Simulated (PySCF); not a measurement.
## Two-component Hartree-Fock for Ta²⁺ (tantalum, charge +2)

Start: [Xe] 4f14 5d2 6p1; 5d5/2 filled at m_j = +3/2, +5/2; 6p3/2 filled at m_j = +3/2. Calculated with PySCF 2.14 in x2c-TZVPall-2c: generalised Hartree-Fock with the X2C-1e Hamiltonian and a Gaussian nucleus; spin-orbit coupling (SO) screened by Boettger's factors. This is a chosen level, not necessarily the ground level.

```json
{"spinor shell": "1s1/2", "electrons": "2", "ε, screened SO (eV)": "-67776.0", "weight of nominal j (screened SO)": "1.000", "rms radius, screened SO (bohr)": "0.0211"}
{"spinor shell": "2s1/2", "electrons": "2", "ε, screened SO (eV)": "-11798.5", "weight of nominal j (screened SO)": "1.000", "rms radius, screened SO (bohr)": "0.0853"}
{"spinor shell": "2p1/2", "electrons": "2", "ε, screened SO (eV)": "-11255.9", "weight of nominal j (screened SO)": "1.000", "rms radius, screened SO (bohr)": "0.0726"}
{"spinor shell": "2p3/2", "electrons": "4", "ε, screened SO (eV)": "-9980.2", "weight of nominal j (screened SO)": "1.000", "rms radius, screened SO (bohr)": "0.0799"}
{"spinor shell": "3s1/2", "electrons": "2", "ε, screened SO (eV)": "-2778.9", "weight of nominal j (screened SO)": "1.000", "rms radius, screened SO (bohr)": "0.218"}
{"spinor shell": "3p1/2", "electrons": "2", "ε, screened SO (eV)": "-2538.1", "weight of nominal j (screened SO)": "1.000", "rms radius, screened SO (bohr)": "0.210"}
{"spinor shell": "3p3/2", "electrons": "4", "ε, screened SO (eV)": "-2258.7", "weight of nominal j (screened SO)": "1.000", "rms radius, screened SO (bohr)": "0.225"}
{"spinor shell": "3d3/2", "electrons": "4", "ε, screened SO (eV)": "-1856.7", "weight of nominal j (screened SO)": "1.000", "rms radius, screened SO (bohr)": "0.199"}
{"spinor shell": "3d5/2", "electrons": "6", "ε, screened SO (eV)": "-1796.3", "weight of nominal j (screened SO)": "1.000", "rms radius, screened SO (bohr)": "0.203"}
{"spinor shell": "4s1/2", "electrons": "2", "ε, screened SO (eV)": "-614.06", "weight of nominal j (screened SO)": "1.000", "rms radius, screened SO (bohr)": "0.488"}
{"spinor shell": "4p1/2", "electrons": "2", "ε, screened SO (eV)": "-513.45", "weight of nominal j (screened SO)": "1.000", "rms radius, screened SO (bohr)": "0.497"}
{"spinor shell": "4p3/2", "electrons": "4", "ε, screened SO (eV)": "-448.54", "weight of nominal j (screened SO)": "1.000", "rms radius, screened SO (bohr)": "0.530"}
{"spinor shell": "4d3/2", "electrons": "4", "ε, screened SO (eV)": "-282.64", "weight of nominal j (screened SO)": "1.000", "rms radius, screened SO (bohr)": "0.558"}
{"spinor shell": "5s1/2", "electrons": "2", "ε, screened SO (eV)": "-107.04", "weight of nominal j (screened SO)": "1.000", "rms radius, screened SO (bohr)": "1.18"}
{"spinor shell": "5p1/2", "electrons": "2", "ε, screened SO (eV)": "-74.350", "weight of nominal j (screened SO)": "0.985", "rms radius, screened SO (bohr)": "1.30"}
{"spinor shell": "5p3/2", "electrons": "4", "ε, screened SO (eV)": "-65.489", "weight of nominal j (screened SO)": "0.991", "rms radius, screened SO (bohr)": "1.40"}
{"spinor shell": "4f5/2", "electrons": "6", "ε, screened SO (eV)": "-61.602", "weight of nominal j (screened SO)": "0.988", "rms radius, screened SO (bohr)": "0.699"}
{"spinor shell": "4f7/2", "electrons": "8", "ε, screened SO (eV)": "-59.708", "weight of nominal j (screened SO)": "0.991", "rms radius, screened SO (bohr)": "0.704"}
{"spinor shell": "5d5/2", "electrons": "2", "ε, screened SO (eV)": "-27.633", "weight of nominal j (screened SO)": "0.840", "rms radius, screened SO (bohr)": "2.08"}
{"spinor shell": "6p3/2", "electrons": "1", "ε, screened SO (eV)": "-16.523", "weight of nominal j (screened SO)": "1.000", "rms radius, screened SO (bohr)": "3.82"}
```

(1) Where does 4d5/2 lie, and what is the 4d spin-orbit splitting (screened SO)?

```csv
quantity,screened SO
E (hartree),-15609.31675
M_J,11/2
⟨J²⟩,35.758
⟨L²⟩,20.306
⟨S²⟩,3.812
```

Each row is a mean over spinors that exchange with the open shell spreads, by up to 5.655 eV (5p3/2).

Rows whose weight is well below 1 are mixtures of j = l ± 1/2: exchange outweighs spin-orbit coupling there, and the label is only the starting occupation.

Breit and QED terms are absent; they matter most for the inner s and p1/2 levels.

Densities and radii are taken from the X2C orbitals without a picture-change correction, which distorts them close to the nucleus.

Answers

(1) At -270.48 eV, 12.158 eV above 4d3/2.
